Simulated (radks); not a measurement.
Ta LXII, configuration [Ne] 3s2. Method: Dirac Kohn-Sham, PBE, spin-unpolarised, spherical densities, point nucleus; computed with a radial shooting solver on a logarithmic mesh with Libxc functionals.

Radial electron density D(r) = 4 pi r^2 rho(r):

| r (bohr) | D(r) (e/bohr) |
|---|---|
| 0.0009499 | 6.861 |
| 0.001179 | 9.560 |
| 0.001463 | 13.21 |
| 0.001816 | 18.08 |
| 0.002254 | 24.43 |
| 0.002797 | 32.50 |
| 0.003444 | 42.02 |
| 0.004274 | 53.60 |
| 0.005305 | 66.41 |
| 0.006584 | 79.40 |
| 0.008171 | 90.88 |
| 0.01014 | 98.76 |
| 0.01259 | 101.1 |
| 0.0155 | 97.67 |
| 0.01923 | 89.93 |
| 0.02387 | 82.78 |
| 0.02963 | 82.34 |
| 0.03677 | 91.76 |
| 0.04563 | 106.4 |
| 0.05664 | 113.6 |
| 0.06973 | 102.6 |
| 0.08654 | 73.44 |
| 0.1074 | 41.99 |
| 0.1333 | 23.77 |
| 0.1654 | 17.77 |
| 0.2053 | 13.05 |
| 0.2548 | 6.338 |
| 0.3138 | 1.813 |
| 0.3894 | 0.2458 |
| 0.4833 | 0.01417 |
| 0.5998 | 0.0002893 |

D(r) has 2 maxima, at r = 0.0123, 0.0562 bohr, and minima at 0.0269 bohr, inside which lie 2.12 electrons.
